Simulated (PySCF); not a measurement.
Run times: palladium in x2c-TZVPall-2c with one added diffuse shell each of s, p, d type

Measured wall times of calculations with PySCF 2.14 in x2c-TZVPall-2c with one added diffuse shell each of s, p, d type (9s10p8d1f, 86 functions), with two-component X2C-1e, run from one Python driver. Hardware: 1 thread of Neoverse-V1 on a shared host, 1.3 GiB allowed. The two-electron integrals over 86 functions were computed once and kept in memory (2.8 CPU seconds with the set-up); the times below exclude them.

Launch command (the driver calls PySCF for each step listed in the task file):

```bash
OMP_NUM_THREADS=1 python sorun2.py TASK.json OUT
```

| species | step | iterations | wall time (s) |
| --- | --- | --- | --- |
| Pd [Kr] 4d10 | GHF, spin-free | 5 | 1.9 |
| Pd [Kr] 4d10 | GMP2 (18 electrons), spin-free |  | 2.2 |
| Pd [Kr] 4d10 | GHF, screened spin-orbit | 7 | 2.4 |
| Pd [Kr] 4d10 | GMP2 (18 electrons), screened spin-orbit |  | 1.2 |
| Pd [Kr] 4d9 5s1 | GHF, spin-free | 10 | 3.4 |
| Pd [Kr] 4d9 5s1 | GMP2 (18 electrons), spin-free |  | 1.2 |
| Pd [Kr] 4d9 5s1 | GHF, screened spin-orbit | 10 | 3.4 |
| Pd [Kr] 4d9 5s1 | GMP2 (18 electrons), screened spin-orbit |  | 1.2 |

Peak memory of the process: 0.3 GiB. Times on a shared host vary from run to run.
